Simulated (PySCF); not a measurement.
cyclobutene (C4H6), SMILES C1CC=C1.

Coordinates come from a B3LYP-D3(BJ)/def2-SVP optimisation.

These are r2SCAN/def2-TZVP run with PySCF values and carry that method's errors.

Isolated molecule, no solvent.

```yaml
total_energy: -155.92619 hartree
point_group: C2v
highest_occupied_level: -6.20 eV
lowest_empty_level: -0.38 eV
orbital_gap: 5.82 eV
dipole_moment: 0.18 D
quadrupole, principal values (traceless, Buckingham form, about the centre of nuclear charge): -1.64, 0.41, 1.23 D·Å
mean_static_polarisability: 45.8 bohr³ (6.79 Å³)
polarisability_principal_values: 35.7, 48.5, 53.2 bohr³
```
